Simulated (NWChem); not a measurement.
# C₃H₄F₂O; SMILES FC(CC=O)F

```xyz
10

O      0.4552    -2.0536    -0.4965
C     -0.4159    -1.6739     0.2528
C     -0.8460    -0.2284     0.3971
C      0.0792     0.7499    -0.2999
F     -0.4915     1.9948    -0.2826
F      1.2604     0.8218     0.3805
H     -0.9845    -2.3936     0.8813
H     -0.9161     0.0366     1.4599
H     -1.8612    -0.1315    -0.0135
H      0.2968     0.4819    -1.3371
```
Atoms are numbered in this order, from 1.

Computed with NWChem. Medium grid unless said otherwise, to which SCAN and Minnesota functionals are sensitive. Coordinates come from a B3LYP/6-31G* (spherical d) optimisation. Total energies of different functionals are on different scales.

```tsv
level	energy (Ha)	highest occupied level (eV)	orbital gap (eV)	dipole (D)
PBE/def2-SVP	-390.9095	-6.14	3.92	2.54
B3LYP/def2-SVP	-391.3239	-7.60	6.30	2.74
BLYP/def2-SVP	-391.2398	-6.02	3.98	2.50
Hartree-Fock/def2-SVP	-389.3574	[?]	[?]	[?]
M06-2X/def2-SVP	-391.1714	-9.52	9.63	2.90
PBE0/def2-SVP	-390.9192	-7.89	6.83	2.81
```

**Question.** Complete the blanks.

**Answer.** 
- Hartree-Fock/def2-SVP, highest occupied level (eV): -12.21
- Hartree-Fock/def2-SVP, orbital gap (eV): 15.64
- Hartree-Fock/def2-SVP, dipole (D): 3.37
